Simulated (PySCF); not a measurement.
Frontier levels across methods

Species: C₅H₆O₂.
Geometry (PBE0-D3(BJ)/def2-SVP, Å), atoms numbered from 1 in this order:
```xyz
13
C5H6O2 angstrom
C     -2.0426    0.4434    0.2914
O     -1.1403   -0.6302    0.4339
C      0.1515   -0.3442    0.5319
C      1.2332   -1.1678    0.6676
C      2.3619   -0.2864    0.7228
C      1.8812    0.9805    0.6178
O      0.5203    0.9456    0.4999
H     -2.0011    1.1237    1.1574
H     -1.8365    1.0258   -0.6212
H     -3.0420   -0.0024    0.2236
H      1.2144   -2.2523    0.7197
H      3.4073   -0.5692    0.8289
H      2.3339    1.9669    0.6079
```

Basis pcSseg-1 throughout (PySCF), one geometry. Isolated species at its PBE0-D3(BJ)/def2-SVP geometry (one conformer only).

Q: How do the orbital energies, the gap and the dipole change with the method?

A: 
| method | kind | HOMO (eV) | LUMO (eV) | gap (eV) | μ (D) | SCF cycles |
| --- | --- | --- | --- | --- | --- | --- |
| BLYP | GGA | -4.58 | -0.04 | 4.54 | 1.21 | 16 |
| OPBE | GGA | -4.69 | -0.04 | 4.66 | 1.27 | 15 |
| KT3 | GGA | -4.74 | -0.12 | 4.62 | 1.20 | 15 |
| BP86 | GGA | -4.84 | -0.27 | 4.57 | 1.26 | 15 |
| B3LYP | global hybrid | -5.61 | 0.55 | 6.17 | 1.18 | 14 |
| PBE0 | global hybrid | -5.82 | 0.79 | 6.61 | 1.22 | 14 |
| mPW1PW91 | global hybrid | -5.85 | 0.76 | 6.61 | 1.21 | 14 |
| LC-wPBE | range-separated hybrid | -8.39 | 3.07 | 11.46 | 1.26 | 13 |

The HOMO spans 3.81 eV, from BLYP down to LC-wPBE, and the gap runs from 4.54 eV (BLYP) to 11.46 eV (LC-wPBE). Over the methods BLYP (0 %), OPBE (0 %), KT3 (0 %), BP86 (0 %), B3LYP (20 %), PBE0 (25 %), mPW1PW91 (25 %), a straight line through the gap against the share of exact exchange rises by 0.80 eV for each 10 % (correlation coefficient 0.999). The dipole ranges from 1.18 D (B3LYP) to 1.27 D (OPBE). This basis has no diffuse functions.

The vertical ΔSCF ionisation energy at CAM-B3LYP/def2-SVPD is 7.96 eV; −ε(HOMO) comes closest to it with LC-wPBE (8.39 eV).
